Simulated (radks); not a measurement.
Results of a calculation; reference values are marked as such.
Problem. The zinc ion Zn+, 29 electrons, occupied as [Ar] 3d9 4s0.5 4p1.5 (fractional occupations, a model configuration). Level of theory: scalar-relativistic Kohn-Sham, SCAN, spin-polarised, spherical densities, finite nucleus; open shells are filled with parallel spins first; meta-GGA in the generalised Kohn-Sham scheme; Fermi nuclear charge, rms radius 3.9283 fm (a radial shooting solver on a logarithmic mesh with Libxc functionals). Some entries of the table are withheld. Estimate them.

| orbital | occ. | eigenvalue (eV) | <1/r> (bohr^-1) |
|---|---|---|---|
| 1s up | 1 | -9574.550 | 30.22 |
| 1s down | 1 | -9574.442 | 30.22 |
| 2s up | 1 | -1190.914 | 6.602 |
| 2s down | 1 | -1190.005 | 6.605 |
| 2p up | 3 | -1032.899 | 6.461 |
| 2p down | 3 | -1032.165 | 6.464 |
| 3s up | 1 | (1) | 2.102 |
| 3s down | 1 | (2) | 2.097 |
| 3p up | 3 | -106.4401 | 1.950 |
| 3p down | 3 | -104.7779 | 1.946 |
| 3d up | 5 | (3) | (4) |
| 3d down | 4 | (5) | (6) |
| 4s up | 0.5 | -18.6420 | 0.5828 |
| 4p up | 1.5 | -11.0494 | 0.4661 |

Solution. 
(1) 3s up eigenvalue (eV): -154.2299
(2) 3s down eigenvalue (eV): -152.5930
(3) 3d up eigenvalue (eV): -29.9022
(4) 3d up <1/r> (bohr^-1): 1.583
(5) 3d down eigenvalue (eV): -28.0380
(6) 3d down <1/r> (bohr^-1): 1.588
